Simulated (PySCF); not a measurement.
Sn(H)(Cl)2(OH) (Cl2H2OSn), SMILES [Cl][SnH]([OH])[Cl]. Coordinates come from a B3LYP-D3(BJ)/def2-SVP optimisation. The def2 effective core potentials stand for the cores of Sn; spin–orbit coupling is left out. The values are those of a single conformer.

Q: Give the equilibrium geometry at B3LYP-D3(BJ)/def2-SVP (PySCF confirms it by a frequency run) as bond lengths and angles, and its point group. (The exact figures need the calculation; the answer reports its results.)

A: Several could match; the one computed here: point group Cs.
Atoms: Sn1 O2 Cl3 Cl4 H5 H6. Bonded distances (Å): Sn1–O2 1.974, Sn1–Cl3 2.355, Sn1–Cl4 2.355, Sn1–H5 1.702, O2–H6 0.969. Bond angles (°): O2–Sn1–Cl3 108.8, O2–Sn1–Cl4 108.8, O2–Sn1–H5 108.1, Cl3–Sn1–Cl4 106.2, Cl3–Sn1–H5 112.4, Cl4–Sn1–H5 112.4, Sn1–O2–H6 112.7.
Charge 0, spin multiplicity 1.
